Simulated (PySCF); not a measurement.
SZn, SMILES [Zn]=[S]. Geometry optimised at PBE0-D3(BJ)/def2-TZVP.

Computed equilibrium geometry at PBE0-D3(BJ)/def2-TZVP (PySCF confirms it by a frequency run) as a Z-matrix, and its point group:
point group C∞v.
```
Zn
S 1 2.0562
```
Charge 0, spin multiplicity 1.
